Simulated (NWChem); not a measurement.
# InH2Br; SMILES [Br][InH2]

This build's default masses of Se (78.918 u) and Br (79.917 u) are each other's, which moves their modes by up to 0.6 %. def2 effective core potentials on In; no spin-orbit coupling.

Q: Give the equilibrium geometry at PBE0/def2-SVP with def2 effective core potentials on In (NWChem) as a list of bonds and angles, with the point group.

A: point group C2v; any orientation.
Bond lengths (Å): In1–H2 1.716, In1–H3 1.716, In1–Br4 2.504. Bond angles (°): H2–In1–H3 133.7, H2–In1–Br4 113.2, H3–In1–Br4 113.2.
